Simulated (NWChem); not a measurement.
System: SeCl₂; SMILES Cl[Se]Cl

NWChem printed, in part:

```
             Northwest Computational Chemistry Package (NWChem) 7.3.0
             --------------------------------------------------------

                             Geometry "geometry" -> ""
                             -------------------------

 Output coordinates in angstroms (scale by  1.889725989 to convert to a.u.)

  No.       Tag          Charge          X              Y              Z
 ---- ---------------- ---------- -------------- -------------- --------------
    1 Se                  34.0000     0.00000000     0.00000000     0.68327500
    2 Cl                  17.0000    -1.68485000     0.00000000    -0.68493500
    3 Cl                  17.0000     1.68485000     0.00000000    -0.68493500

 Effective nuclear repulsion energy (a.u.)     327.2328349979

                              NWChem Property Module
                              ----------------------

                                 NWChem DFT Module
                                 -----------------

 Summary of "ao basis" -> "ao basis" (spherical)
 ------------------------------------------------------------------------------
       Tag                 Description            Shells   Functions and Types
 ---------------- ------------------------------  ------  ---------------------
 Se                        def2-svpd                15       41   6s5p4d
 Cl                        def2-svpd                11       27   5s4p2d

            General Information
            -------------------
          SCF calculation type: DFT
          Wavefunction type:  closed shell.
          No. of atoms     :     3
          No. of electrons :    68
           Alpha electrons :    34
            Beta electrons :    34
          Charge           :     0
          Spin multiplicity:     1
          Use of symmetry is: off; symmetry adaption is: off
          Maximum number of iterations: 150
          AO basis - number of functions:    95
                     number of shells:    37
          Convergence on energy requested:  1.00D-06
          Convergence on density requested:  1.00D-05
          Convergence on gradient requested:  5.00D-04

              XC Information
              --------------
                         B3LYP Method XC Potential
                     Hartree-Fock (Exact) Exchange  0.200
                        Slater Exchange Functional  0.800 local
                    Becke 1988 Exchange Functional  0.720 non-local
              Lee-Yang-Parr Correlation Functional  0.810
                  VWN I RPA Correlation Functional  0.190 local

             Grid Information
             ----------------
          Grid used for XC integration:  medium
          Radial quadrature: Mura-Knowles
          Angular quadrature: Lebedev.
          Tag              B.-S. Rad. Rad. Pts. Rad. Cut. Ang. Pts.
          ---              ---------- --------- --------- ---------
          Se                  1.15      112          11.0       590
          Cl                  1.00       88          13.0       590
          Grid pruning is: on
          Number of quadrature shells:   288
          Spatial weights used:  Erf1

      Superposition of Atomic Density Guess
      -------------------------------------

 Sum of atomic energies:       -3318.17304914

      Non-variational initial energy
      ------------------------------

 Total energy =   -3318.488099
 1-e energy   =   -5265.868334
 2-e energy   =    1620.147400
 HOMO         =      -0.226598
 LUMO         =      -0.068146

   convergence    iter        energy       DeltaE   RMS-Dens  Diis-err
 ---------------- ----- ----------------- --------- --------- ---------
 d= 0,ls=0.0,diis     1  -3321.3862718732 -3.65D+03  1.38D-02  5.44D-01
 d= 0,ls=0.0,diis     2  -3321.3511723657  3.51D-02  9.01D-03  6.01D-01
 d= 0,ls=0.0,diis     3  -3321.4362766906 -8.51D-02  2.50D-03  8.88D-02
 d= 0,ls=0.0,diis     4  -3321.4468164011 -1.05D-02  6.01D-04  3.68D-03
 d= 0,ls=0.0,diis     5  -3321.4472552413 -4.39D-04  1.35D-04  1.78D-04
  Resetting Diis
 d= 0,ls=0.0,diis     6  -3321.4472824222 -2.72D-05  2.17D-05  6.81D-06
 d= 0,ls=0.0,diis     7  -3321.4472835243 -1.10D-06  8.54D-06  2.27D-07
 d= 0,ls=0.0,diis     8  -3321.4472835315 -7.23D-09  4.03D-06  2.24D-07

         Total DFT energy =    -3321.447283531497
      One electron energy =    -5264.070162420881
           Coulomb energy =     1759.065211529772
    Exchange-Corr. energy =     -143.675167638318
 Nuclear repulsion energy =      327.232834997930

 Numeric. integr. density =       68.000001127484

                       DFT Final Molecular Orbital Analysis
                       ------------------------------------

 Vector   32  Occ=2.000000D+00  E=-3.534510D-01
              MO Center= -2.8D-07, -8.4D-09, -6.5D-01, r^2= 4.0D+00
   Bfn.  Coefficient  Atom+Function         Bfn.  Coefficient  Atom+Function
  ----- ------------  ---------------      ----- ------------  ---------------
    54      0.432477  2 Cl py                81     -0.432477  3 Cl py
    51      0.348868  2 Cl py                78     -0.348868  3 Cl py
    48      0.198938  2 Cl py                75     -0.198938  3 Cl py
    57      0.061195  2 Cl py                84     -0.061195  3 Cl py
    32     -0.043819  1 Se d -2

 Vector   33  Occ=2.000000D+00  E=-3.456899D-01
              MO Center= -8.4D-07,  3.9D-10, -6.2D-01, r^2= 4.1D+00
   Bfn.  Coefficient  Atom+Function         Bfn.  Coefficient  Atom+Function
  ----- ------------  ---------------      ----- ------------  ---------------
    53      0.356663  2 Cl px                80      0.356663  3 Cl px
    50      0.284795  2 Cl px                77      0.284794  3 Cl px
    55     -0.263095  2 Cl pz                82      0.263094  3 Cl pz
    52     -0.213876  2 Cl pz                79      0.213876  3 Cl pz
    47      0.162274  2 Cl px                74      0.162274  3 Cl px

 Vector   34  Occ=2.000000D+00  E=-2.549600D-01
              MO Center= -1.8D-08,  1.8D-08,  2.8D-01, r^2= 3.1D+00
   Bfn.  Coefficient  Atom+Function         Bfn.  Coefficient  Atom+Function
  ----- ------------  ---------------      ----- ------------  ---------------
    17      0.510823  1 Se py                14      0.494201  1 Se py
    11     -0.297066  1 Se py                54     -0.279768  2 Cl py
    81     -0.279768  3 Cl py                51     -0.216044  2 Cl py
    78     -0.216044  3 Cl py                48     -0.120336  2 Cl py
    75     -0.120336  3 Cl py                 8      0.096027  1 Se py

 Vector   35  Occ=0.000000D+00  E=-1.200922D-01
              MO Center=  3.9D-07,  2.5D-08,  1.0D-01, r^2= 4.2D+00
   Bfn.  Coefficient  Atom+Function         Bfn.  Coefficient  Atom+Function
  ----- ------------  ---------------      ----- ------------  ---------------
    18      0.542194  1 Se pz                15      0.435255  1 Se pz
     4     -0.380254  1 Se s                 53      0.354195  2 Cl px
    80     -0.354195  3 Cl px                12     -0.253160  1 Se pz
     5     -0.241225  1 Se s                 50      0.225293  2 Cl px
    77     -0.225294  3 Cl px                 3      0.212979  1 Se s

 Vector   36  Occ=0.000000D+00  E=-1.069443D-01
              MO Center= -3.5D-07,  1.4D-08,  3.2D-01, r^2= 4.0D+00
   Bfn.  Coefficient  Atom+Function         Bfn.  Coefficient  Atom+Function
  ----- ------------  ---------------      ----- ------------  ---------------
    16      0.601244  1 Se px                13      0.478811  1 Se px
    55      0.294599  2 Cl pz                82     -0.294599  3 Cl pz
    10     -0.279391  1 Se px                52      0.195118  2 Cl pz
    79     -0.195118  3 Cl pz                19      0.181431  1 Se px
    53      0.177919  2 Cl px                80      0.177919  3 Cl px

 Vector   37  Occ=0.000000D+00  E= 1.022388D-02
              MO Center=  7.4D-07, -2.4D-07,  1.2D-01, r^2= 1.1D+01
   Bfn.  Coefficient  Atom+Function         Bfn.  Coefficient  Atom+Function
  ----- ------------  ---------------      ----- ------------  ---------------
     6      2.793005  1 Se s                 46     -0.603768  2 Cl s
    73     -0.603769  3 Cl s                  5     -0.440088  1 Se s
    56     -0.415853  2 Cl px                83      0.415854  3 Cl px
    58     -0.397025  2 Cl pz                85     -0.397025  3 Cl pz
    18     -0.298457  1 Se pz                21     -0.290169  1 Se pz

     Multipole analysis of the density
     ---------------------------------

     L   x y z        total         alpha         beta         nuclear
     -   - - -        -----         -----         ----         -------
     0   0 0 0      0.000000    -34.000000    -34.000000     68.000000

     1   1 0 0     -0.000000     -0.000000     -0.000000      0.000000
     1   0 1 0     -0.000000     -0.000000     -0.000000      0.000000
     1   0 0 1      0.435828      0.271242      0.271242     -0.106656

     2   2 0 0    -32.074403   -188.370451   -188.370451    344.666499
     2   1 1 0     -0.000000     -0.000000     -0.000000      0.000000
     2   1 0 1     -0.000000     -0.000000     -0.000000      0.000000
     2   0 2 0    -33.879954    -16.939977    -16.939977      0.000000
     2   0 1 1     -0.000000     -0.000000     -0.000000      0.000000
     2   0 0 2    -30.650006    -72.147820    -72.147820    113.645633

 *** CALLING NEW AORESP DRIVER FOR CLOSED AND OPEN SHELLS ***
 Entering AOResponse driver routine

--------------------------------------------------------------------------------

          -----------------------------------------------
          Solving response equations for perturbing field
          -----------------------------------------------

 number of frequencies:     1
 frequency in a.u.:  0.0000000E+00
 Perturbing field: electric
 Using El. Dipole Length Gauge

 Setting up CPKS with frequency omega =      0.00000000 a.u.

 STATIC response

                                NWChem CPHF Module
                                ------------------

  scftype          =     RHF
  nclosed          =       34
  nopen            =        0
  variables        =     2074
  # of vectors     =        3
  tolerance        = 0.10D-03
  level shift      = 0.00D+00
  max iterations   =       50
  max subspace     =       30

 SCF residual:    1.4031257199705583E-004

Iterative solution of linear equations
  No. of variables     2074
  No. of equations        3
  Maximum subspace       30
        Iterations       50
       Convergence  1.0D-04

   iter   nsub   residual    time
   ----  ------  --------  ---------
     1      3    7.64D+00      26.0
     2      6    2.12D+00      32.0
     3      9    4.50D-01      38.1
     4     12    5.30D-02      44.4
     5     15    1.11D-02      50.9
     6     18    3.05D-03      57.2
     7     21    4.67D-04      63.1
     8     24    8.21D-05      68.8

 Electric Dipole Response Matrix (nonzero elements):

              1        2        3
    1   77.0752   0.0000   0.0000
    2    0.0000  43.5837   0.0000
    3    0.0000   0.0000  55.0852

 ------------------------------------------
 average:        58.58133 + I       0.00000

 DFT Linear Response polarizability / au
 Frequency  =       0.0000000 / au
              X              Y              Z
 -----------------------------------------------
 X      77.0751840      0.0000007      0.0000001
 Y       0.0000007     43.5836664      0.0000005
 Z       0.0000001      0.0000005     55.0851533
 -----------------------------------------------
 Eigenvalues =      77.0751840     43.5836664     55.0851533
 Isotropic   =      58.5813346
 Anisotropic =      29.4747978
 -----------------------------------------------

 Magnetic Dipole Response Matrix (nonzero elements):

 Exiting AOResponse driver routine
```

Level: B3LYP/def2-SVPD. All runs use the structure optimised with PBE0/def2-SVP.

**Question.** Reconstruct the input file.

**Answer.** Several could match; the one computed here: the input that was run:
```
start job
memory heap 200 mb stack 900 mb global 1100 mb
geometry units angstroms noautosym nocenter noautoz
  Se     0.000000     0.000000     0.683275
  Cl    -1.684850     0.000000    -0.684935
  Cl     1.684850     0.000000    -0.684935
end
basis spherical
  * library def2-svpd
end
dft
  xc b3lyp
  iterations 150
end
property
  response 1 0.0
end
task dft property
```
